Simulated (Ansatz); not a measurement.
C$_{4}$H$_{5}$O$_{2}$, charge +2, doublet, at a GFN2-xTB geometry of the parent state (a state made from the parent by changing its charge; the spin is typed, not shown lowest); PBE/STO-3G (Ansatz, a program for electronic structure).

Input for Ansatz:
Ansatz 0.2 input:
```yaml
crystal:
  periodic: [false, false, false]
  atoms:
    - {symbol: C, position_ang: [1.36182315, 0.52551447, 0.45916404]}
    - {symbol: C, position_ang: [0.70063296, -0.10666471, -0.73272174]}
    - {symbol: O, position_ang: [1.27393566, -0.36182335, -1.76372116]}
    - {symbol: C, position_ang: [-0.74481166, -0.41494366, -0.57886742]}
    - {symbol: C, position_ang: [-1.50054092, -0.19828021, 0.47260859]}
    - {symbol: O, position_ang: [-1.29395766, 0.32130308, 1.67269156]}
    - {symbol: H, position_ang: [0.86364187, 1.46151697, 0.70098248]}
    - {symbol: H, position_ang: [2.41114571, 0.70874474, 0.24322265]}
    - {symbol: H, position_ang: [1.26937993, -0.13152612, 1.32085618]}
    - {symbol: H, position_ang: [-1.18166247, -0.86775905, -1.45663885]}
    - {symbol: H, position_ang: [-2.10495020, 0.31943035, 2.19871356]}
basis:
  gaussian:
    orbitals: STO-3G
hamiltonian:
  xc: pbe
total_charge: 2
magnetization: {spin_polarized: false, initial_magnetization: 1}
```

Problem. What does Ansatz print? Leave out banner, timings and long lists.

Solution. 
```
Functional definition: PBE
497 factors; integrals over basis functions are off by at most 4.7e-5 eV
mean field evaluation 1: about -8171.9220 eV, gradient 4.4e1 eV
mean field evaluation 2: about -8171.7600 eV, gradient 4.4e1 eV
mean field evaluation 4: about -8168.2850 eV, gradient 5.9e1 eV
mean field evaluation 8: about -8179.4084 eV, gradient 2.3e1 eV
mean field evaluation 16: about -8181.3404 eV, gradient 8.3e-6 eV
mean field evaluation 32: about -8173.6073 eV, gradient 3.5e1 eV
mean field evaluation 64: about -8181.3056 eV, gradient 3.1e-1 eV
mean field evaluation 96: about -8181.3110 eV, gradient 9.7e-1 eV
mean field evaluation 128: about -8101.4109 eV, gradient 8.9e1 eV
mean field -8181.34035284 eV, -300.6587124553 hartree, gradient 8.6e-6 eV, S^2 0.750000; 10 other end points of the search recorded, 0 dependent functions left out
reference -8181.34037626 eV, -300.6587133160 hartree; 22, 21 occupied and 13, 14 virtual orbitals, 497 factors
Total energy: -8181.34037626 eV, -300.6587133160 hartree
```
